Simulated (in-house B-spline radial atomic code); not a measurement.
# Zn3+: [Ne] 3s2 (3p1/2)2 (3p3/2)3 3d10 (with a hole in an inner shell)

Level of theory: Dirac-Kohn-Sham LDA VWN5, spherical fractional occupations, Fermi nucleus of rms radius 3.9283 fm; calculated with an all-electron radial atomic-structure program (B-spline basis).

Z_r = [3n² - l(l+1)]/(2<r>); Z_e = n√(-2ε); the last column is Slater's effective charge. Values are occupation-weighted means over j.

| shell | electrons | ε (eV) | <r> (bohr) | Z_r | Z_e | Slater |
| --- | --- | --- | --- | --- | --- | --- |
| 1s | 2 | -9552.8 | 0.05038 | 29.78 | 26.50 | 29.70 |
| 2s | 2 | -1200 | 0.2263 | 26.51 | 18.78 | 25.85 |
| 2p | 6 | -1047.9 | 0.1982 | 25.22 | 17.55 | 25.85 |
| 3s | 2 | -171.57 | 0.6781 | 19.91 | 10.65 | 19.10 |
| 3p | 5 | -126.26 | 0.7052 | 17.73 | 9.14 | 19.10 |
| 3d | 10 | -51.894 | 0.8156 | 12.87 | 5.86 | 9.85 |

The least bound orbital is 3d5/2 at -51.73 eV, and it is also the most diffuse (<r> = 0.8176 bohr). The part-filled 3p shell lies below the filled 3d shell in orbital energy.

For the 1s electron the small component carries 1.17 % of the norm, the zero-frequency Breit interaction raises the level by 13.1 eV, self-energy by 6.709 eV, and vacuum polarisation lowers it by 0.6218 eV.
